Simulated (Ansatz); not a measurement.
Reaction (formal exchange of groups at the Al–Al bond): `C[BH][AlH][AlH2]` + `C=C(O)S` → `O/C(S)=[CH]/[AlH2]` + `C[BH][AlH2]`

Calculated with Ansatz (gas phase, PBE0-D4/def2-TZVP geometries, no zero-point term in ΔE). CBS: MP2 limit from def2 TZ/QZ plus the TZ coupled-cluster correction, frozen cores. Functionals use def2-TZVPP. B3LYP here is the variant with VWN-RPA as its local correlation; programs differ in this. One conformer a species, not always the lowest.

`C[BH][AlH][AlH2]`:

Z-matrix (Å, degrees):
```
C
B 1 1.560
H 1 1.104 2 104.4
H 1 1.091 2 117.4 3 118.1
H 1 1.095 2 112.9 3 -113.0
Al 2 2.123 1 127.3 3 -102.0
H 2 1.208 1 115.3 3 73.0
Al 6 2.592 2 123.5 1 85.6
H 6 1.603 2 118.8 1 -95.6
H 8 1.597 6 122.5 2 88.4
H 8 1.598 6 122.0 2 -90.2
```

`C=C(O)S`:

Cartesian coordinates in Å:
```
C -0.712 0.527 0.968
C -0.073 0.022 -0.080
O -0.709 -0.737 -1.006
S 1.637 0.357 -0.374
H -1.786 0.412 1.055
H -0.169 1.044 1.744
H -0.211 -0.697 -1.829
H 2.024 -0.929 -0.479
```

`O/C(S)=[CH]/[AlH2]`:

Z-matrix (Å, degrees):
```
C
S 1 1.757
C 1 1.347 2 123.6
O 1 1.349 2 111.1 3 -179.9
H 2 1.342 1 94.7 3 -179.5
Al 3 1.914 1 127.6 2 0.2
H 3 1.093 1 114.0 2 -179.8
H 4 0.965 1 108.0 2 -179.9
H 6 1.587 3 120.4 1 0.0
H 6 1.587 3 118.4 1 -180.0
```

`C[BH][AlH2]`:

Cartesian coordinates in Å:
```
C -0.137 0.059 1.446
B -0.560 -0.281 -0.014
Al 0.587 0.019 -1.782
H 0.928 0.190 1.643
H -0.577 -0.595 2.205
H -0.609 1.045 1.611
H -1.687 -0.696 -0.141
H 0.582 1.412 -2.561
H 1.473 -1.153 -2.408
```

Is it downhill or uphill in electronic energy at CCSD(T)/CBS, and by how much? (Best estimate.)

Ansatz gave: Downhill: ΔE = -18.6 kJ/mol.

What do these levels give: PBE-D4, PBE0-D4, B2PLYP, B3LYP, HF/def2-TZVPP, SCS-MP2/def2-TZVPP, CCSD/def2-TZVPP, HF/def2-QZVPP, MP2/def2-QZVPP, SCS-MP2/def2-QZVPP, HF/CBS(def2), CCSD/CBS(def2)? (Estimate.)

The calculation gave: PBE-D4 -8.6, PBE0-D4 -11.2, B2PLYP -23.8, B3LYP -17.5, HF/def2-TZVPP -20.9, SCS-MP2/def2-TZVPP -28.5, CCSD/def2-TZVPP -16.4, HF/def2-QZVPP -21.2, MP2/def2-QZVPP -33.4, SCS-MP2/def2-QZVPP -29.1, HF/CBS(def2) -21.3, CCSD/CBS(def2) -17.4 kJ/mol.

Largest T1 diagnostic among the species: 0.013.

The D4 term adds −5.6 kJ/mol with B3LYP and −2.8 kJ/mol with PBE0; it sums over pairs of atoms, weighted by their polarisabilities, and B3LYP, whose exchange is more repulsive, gets the larger term. From PBE to PBE0 (25 % exact exchange), in def2-TZVPP and without D4, ΔE moves by −3.2 kJ/mol.
